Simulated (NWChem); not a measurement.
System: C4H4F2; SMILES CC=C=C(F)F

Computed with NWChem. Geometry: optimised at PBE0/def2-SVP. Level: PBE0/def2-SVP with SMD (1 M gas to 1 M solution), gas-phase geometry.

For solvent toluene:

| Quantity | Result |
|---|---|
| solvation free energy (kcal/mol) | -2.1 |
| cavity-dispersion-structure term (kcal/mol) | -0.6 |
| dipole in solution (D) | 2.80 |

Problem. Estimate the same quantities for solvent water.

Solution. 
| Property | Value |
|---|---|
| solvation free energy (kcal/mol) | 1.9 |
| cavity-dispersion-structure term (kcal/mol) | 4.6 |
| dipole in solution (D) | 3.22 |
